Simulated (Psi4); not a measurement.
# SnH2Br2 (SMILES [Br][SnH2][Br]): the HOMO–LUMO gap, rung by rung

The species is SnH2Br2 (5 atoms), meant as a singlet with charge 0. SMILES: `[Br][SnH2][Br]`. The shape was relaxed beforehand at PBE0/def2-TZVP.

```xyz
5

Br   -2.1143    0.4613   -0.9038
Sn    0.0820    0.0448    0.1370
Br    1.2489   -1.6523   -1.2188
H    -0.1897   -0.6149    1.6759
H     0.9768    1.4833    0.0499
```

Each level gives the HOMO–LUMO gap (eV). The values are calculated.

```csv
level,kind,program,value (eV),CPU time
"PBE-D4/def2-TZVPP (density fitting, core potential)",GGA,Psi4,4.59,47 s
"r2SCAN-D4/def2-TZVPP (density fitting, core potential)",meta-GGA,Psi4,5.15,87 s
"B3LYP-D4/def2-TZVPP (density fitting, core potential)",global hybrid,Psi4,6.18,45 s
"PBE0-D4/def2-TZVPP (density fitting, core potential)",global hybrid,Psi4,6.73,45 s
"wB97M-V/def2-TZVPP (density fitting, core potential)",range-separated hybrid,Psi4,10.81,1.7 min
```

The values span 4.59 to 10.81 eV. Orbital gaps aren't excitation energies; they tend to grow with the share of exact exchange. CPU times are rough (shared hosts, several kinds of processor): they show what a rung costs within a factor of a few.
